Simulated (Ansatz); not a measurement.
Ideal-gas functions of `CI` at 298.15 K and 1 bar, from an Ansatz frequency run at PBE0-D4/def2-TZVP.

Molar mass 141.94 g/mol, point group C3v (symmetry number 3), electronic degeneracy 1, moments of inertia 3.235, 66.669, 66.669 u Å². Harmonic wavenumbers (cm⁻¹, unscaled): 558, 898, 898, 1280, 1461, 1462, 3100, 3216, 3216.

Use S(trans) = R[1.5 ln M + 2.5 ln T − 1.1517]; rotational temperatures θ = 24.2544 K / I; S(rot) = R[ln(√π/σ · √(T³/θAθBθC)) + 1.5]; for each mode x = 1.438777 ν̃/T, S = R[x/(eˣ − 1) − ln(1 − e⁻ˣ)] and H = RT x/(eˣ − 1); 1 cm⁻¹ = 0.0119627 kJ/mol; R = 8.31446 J/(mol·K).

Q: By hand: the entropy, in J/(mol·K).

A: Translation 170.7. Rotation: θ = 7.4975, 0.3638, 0.3638 K, giving 79.2. Vibration, mode by mode: 2.21, 0.59, 0.59, 0.12, 0.06, 0.06, 0.00, 0.00, 0.00, in all 3.6. Electronic 0.0. Sum 253.5 J/(mol·K).

Q: By hand: H − E and G − E in kJ/mol, counted from the electronic energy.

A: Zero-point energy ½ × 16089 × 0.0119627 = 96.2; thermal vibration 0.8; translation, rotation and pV give 4 RT = 9.9. H − E = 106.9 kJ/mol, and G − E = 106.9 − 298.15 × 253.5/1000 = 31.3 kJ/mol.

Vibration gives 1 % of the entropy.
